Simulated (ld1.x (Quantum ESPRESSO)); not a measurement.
# Fe: PAW pseudisation with LDA (PZ), scalar-relativistic reference atom.

Fe, PAW, made with ld1.x (Quantum ESPRESSO) 7.5 (LDA (PZ), scalar-relativistic). Core [Ne], reference 3s2 3p6 3d6 4s0 4p0 (charge +2). Waves: 3s (bound): rcut 1.15, rcutus 1.25 bohr; 4s (bound, empty): rcut 1.15, rcutus 1.25 bohr; 3p (bound): rcut 1.15, rcutus 1.30 bohr; 4p (bound, empty): rcut 1.15, rcutus 1.30 bohr; 3d (bound): rcut 1.20, rcutus 1.55 bohr; 3d channel at -0.3 Ry: rcut 1.20, rcutus 1.55 bohr. Local part: all-electron potential smoothed inside 1.20 bohr (lloc = -1). Core correction: Bessel-smoothed model core, default radius (core density twice the valence density). Augmentation charge: GAUSS, radius 1.25 bohr.

* Cutoffs needed: 55 Ry and 90 Ry (the cutoffs (Ry, on a coarse ladder) from which the occupation-weighted sum of valence levels, in a spherical-Bessel basis at the reference potential, stays within 10 and 1 mRy of its value at 400 Ry)
* Ghost test: no extra level below or beside the all-electron valence levels (s, p, d, f tested) (spherical-Bessel basis up to 400 Ry, 20 bohr box)
* Largest excitation error: -2.5 meV (all-electron minus pseudo) for 3s2 3p6 3d5 4s2 4p1, out of 7 test configurations
* Lowest eigenvalue of the overlap operator: 0.02 (s channel)
